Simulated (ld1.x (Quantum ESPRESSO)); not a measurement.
# Si (Z = 14): TM pseudisation with PW91, scalar-relativistic reference atom.

- Element: silicon
- Generator: ld1.x (Quantum ESPRESSO) 7.5
- Type: norm-conserving Troullier–Martins (Kleinman–Bylander form)
- Functional: PW91
- Relativity: scalar-relativistic
- Frozen core: [Ne]
- Valence charge: 4
- Reference configuration: 3s2 3p2
- Partial waves: 3s (bound): rc 1.30 bohr; 3d channel at 0.25 Ry: rc 2.35 bohr; 3p (bound): rc 2.30 bohr
- Local potential: the p channel
- Core correction: Bessel-smoothed model core, default radius (core density twice the valence density)

All-electron outer shells of the reference configuration (PW91, scalar-relativistic, ld1.x):

| shell | level (eV) | outermost node (bohr) | outermost maximum (bohr) |
| --- | --- | --- | --- |
| 2s | -139.56 | 0.15 | 0.45 |
| 2p | -95.72 | – | 0.39 |
| 3s | -10.86 | 0.72 | 1.77 |
| 3p | -4.12 | 0.72 | 2.14 |

Results:

| Quantity | Value |
| --- | --- |
| Cutoffs needed | 40 Ry and 90 Ry (the cutoffs (Ry, on a coarse ladder) from which the occupation-weighted sum of valence levels, in a spherical-Bessel basis at the reference potential, stays within 10 and 1 mRy of its value at 400 Ry) |
| Ghost test | no extra level below or beside the all-electron valence levels (s, d, p, f tested) (spherical-Bessel basis up to 400 Ry, 20 bohr box) |
| Largest excitation error | +43 meV (all-electron minus pseudo) for 3s1 3p0, out of 7 test configurations |

Generation and tests took about 1 s on one core of a shared server CPU.
